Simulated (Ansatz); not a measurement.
System: CH3OS, net charge 0, doublet state. It need not be the lowest isomer of its formula. 
Geometry from a B3LYP-D3(BJ)/def2-TZVP (Ansatz, a quantum-chemistry and plane-wave program) optimisation:
```
C
H 1 1.0899
H 1 1.0899 2 110.00
H 1 1.0910 2 110.21 3 -121.71
S 1 1.8115 2 109.27 3 119.96
O 5 1.5012 1 106.32 2 -60.20
```
Charge 0, spin multiplicity 2.

Basis-set convergence of Hartree-Fock and CCSD correlation energies (hartree) with Ansatz. Cores are frozen in the correlated levels unless marked. UHF or UKS for open shells. No spin-orbit coupling. Non-relativistic.

```tsv
basis	functions	E(HF)	E(corr, CCSD)
cc-pV(D+d)Z	66	-511.96866	-0.48106
cc-pV(T+d)Z	141	[?]	[?]
```

Q: Complete the blanks.

A: 
- cc-pV(T+d)Z, E(HF): -512.03381
- cc-pV(T+d)Z, E(corr, CCSD): -0.59987
